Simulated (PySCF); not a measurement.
InH2(CN), CH₂InN.
Bonds: In1–C4, C4–N5. Hydrogens: H2, H3 on In1.

Method: PBE0-D3(BJ)/def2-SVP geometry optimisation, gas phase, def2 core potentials past Kr (PySCF); density fitting, grid level 1; the optimiser is geomeTRIC in internal coordinates, started from a GFN2-xTB structure with every atom displaced at random (about 0.03 Å).

Step 0: E = -7726.4759 eV
```
atom  x, y, z in Å  |  force x, y, z in eV/Å
In1     0.4502    0.6007    0.0144   -1.215   1.922  -0.128
H2      2.0938    0.5792    0.0486    1.012  -0.072   0.053
H3     -0.5991    2.1245   -0.0504    0.681  -1.107   0.071
C4     -0.5958   -1.1965   -0.0300   -4.144  -6.185  -0.068
N5     -1.2743   -2.2184   -0.0448    3.665   5.442   0.071
```

Step 1: E = -7726.8463 eV
```
atom  x, y, z in Å  |  force x, y, z in eV/Å
In1     0.4220    0.6602   -0.0194    0.482  -0.406   0.092
H2      2.1515    0.6113    0.0651   -0.240  -0.100  -0.040
H3     -0.5776    2.0040   -0.0360   -0.348   0.436  -0.037
C4     -0.6485   -1.2078   -0.0361    0.669   0.993  -0.013
N5     -1.2726   -2.1781   -0.0357   -0.564  -0.923  -0.002
```

Task: Estimate the geometry and energy of step 2. (The exact step hangs on the optimiser's Hessian estimate; all steps are aligned on step 1, rigid shifts and turns removed.)

Result: E = -7726.8669 eV, largest force 0.235 eV/Å
```
atom  x, y, z in Å  |  force x, y, z in eV/Å
In1     0.4312    0.6651    0.0036   -0.095   0.202  -0.041
H2      2.1442    0.5598    0.0550   -0.068  -0.018   0.011
H3     -0.6149    2.0458   -0.0471    0.153  -0.177   0.019
C4     -0.6315   -1.2000   -0.0317   -0.007   0.025   0.019
N5     -1.2542   -2.1812   -0.0419    0.017  -0.031  -0.007
```

The energy changes by -0.0206 eV. The first-order estimate −F·Δx gives -0.0549 eV and the mean of the old and new forces, exact on a quadratic surface, -0.0213 eV. The step makes an angle of 70° with the force vector and moves no atom by more than 0.057 Å.

The cost below is that of the whole optimisation. Time: 12 s wall; peak memory 0.26 GiB. Hardware: one thread of an Arm Neoverse V2, no GPU, shared host with 96 logical CPUs at a one-minute load of 76.
